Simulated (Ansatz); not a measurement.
```yaml
crystal:
  periodic: [false, false, false]
  atoms:
    - {symbol: Mo, position_ang: [-0.000004, 0.000001, -0.000004]}
    - {symbol: H, position_ang: [0.119495, -0.016973, 1.681503]}
    - {symbol: H, position_ang: [1.619629, 0.009510, -0.467688]}
    - {symbol: H, position_ang: [-0.873348, 1.314212, -0.593429]}
    - {symbol: H, position_ang: [-0.865772, -1.306749, -0.620392]}
basis:
  gaussian: {orbitals: def2-TZVP, initial_orbitals: start.molden}
hamiltonian: {xc: pbe}
correlation: {method: rpa}
scf: {omitted_lower_state_checks: [starts]}
```

The file start.molden holds the orbitals of an earlier run on this structure, at another level or in another basis.

```sh
$ ansatz run in.yaml --threads 2 --pin off --events-out ev --progress --plain --max-ram 32768MiB --backend cpu
```

Shortened log:

```
Functional definition: PBE
557 factors; integrals over basis functions are off by at most 8.1e-4 eV
mean field evaluation 1: about -1917.1033 eV, gradient 4.2e0 eV
mean field evaluation 2: about -1917.1646 eV, gradient 6.6e-2 eV
mean field evaluation 4: about -1917.1596 eV, gradient 7.0e-5 eV
mean field evaluation 8: about -1917.1596 eV, gradient 7.6e-7 eV
mean field -1917.15964182 eV, -70.4543173393 hartree, gradient 6.4e-7 eV, S^2 0.000000; 0 other end points of the search recorded, 0 dependent functions left out; unrestricted orbitals would lower it
mean field evaluation 16: about -1897.1513 eV, gradient 2.4e0 eV
reference -1895.15495289 eV, -69.6456599366 hartree; 9, 9 occupied and 55, 55 virtual orbitals, 557 factors
Error: the energy between an occupied orbital and the lowest state that it is excited into in its spin channel is -0.7839 eV and must be positive: a state without a gap has no random-phase energy
```

Task: Can the result of this run be used?

Result: No. The run stopped with an error. The reference has no gap: an occupied orbital lies above an empty one, and the correlation energy can't be formed.
